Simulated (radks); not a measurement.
Results of a calculation; reference values are marked as such.
Ionisation of the holmium ion Ho+, [Xe] 4f11 6s1, to Ho2+, [Xe] 4f11, under several functionals. Scalar-relativistic Kohn-Sham, spin-polarised, spherical densities, finite nucleus; open shells are filled with parallel spins first (spin-orbit coupling, left out, can overturn this in heavy ions); a radial shooting solver on a logarithmic mesh with Libxc functionals. Known Delta-SCF values: OLYP 11.775 eV; revPBE 11.927 eV; B86b exchange with PBE correlation 12.063 eV. What does PBE give, and what is its highest occupied eigenvalue?

Answer. 12.049 eV by Delta-SCF; the 4f eigenvalue is -8.348 eV. NIST: 11.78 eV (semi-empirical).
